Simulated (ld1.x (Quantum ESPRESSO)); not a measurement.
The numbers below are computed, except where a source is named.
Potentials for In (Z = 49) compared

Generated with ld1.x 7.5 (TM, RRKJ, ultrasoft, PAW), atompaw 4.2 or ONCVPSP 4.0.1. The cutoff is in Ry: for ld1.x and atompaw files where the sum of valence levels is converged to 10 mRy in a Bessel basis, for ONCV files where the hardest occupied wave has 1 mHa per electron of residual kinetic energy. The error is the largest all-electron minus pseudo excitation energy over each file’s own four to seven test configurations (ionisations up to +4, promotions, holes and added fractions of an electron), all of which were solved. The labels leave out finer settings (local radius, basis sizes, second energies), which also bear on the numbers. Spin-polarised tests are not counted. The rows are a selection from randomly drawn settings: files with unsolved tests, undetermined cutoffs or missed reference levels are left out.

A true bound ghost makes a file unfit for plane-wave use even where its test errors are small: the radial tests pick states by their node count and pass the ghost by.

| potential | cutoff (Ry) | largest error (meV) | bound ghosts |
| --- | --- | --- | --- |
| TM, PBE, scalar-relativistic, rc 2.04/2.34 (sp), local smoothed, core correction no, reference 5s2 5p0.5 | 10 | +149 | d |
| TM, PBE, scalar-relativistic, rc 2.25/3.05/3.00 (spd), local p, core correction yes, reference 5s2 5p0.5 | 15 | -150 | none |

Fill in the row for In: TM, PBEsol, scalar-relativistic, rc 1.55/2.60 (sp), local p, core correction no, reference 5s1 5p0.

cutoff 30 Ry, largest error +320 meV, bound ghosts: none.

Fill in the row for In: TM, Wu–Cohen, fully relativistic, rc 1.60/3.05 (sp), local s, core correction no, reference 5s1.75 5p1.25.

cutoff 30 Ry, largest error +96 meV, bound ghosts: p1/2.

Fill in the row for In: TM semilocal, PBE, scalar-relativistic, rc 2.20/2.80/1.15 (spd), local p, core correction no, reference 4d10 5s1 5p2.

cutoff 90 Ry, largest error -138 meV, bound ghosts: none.
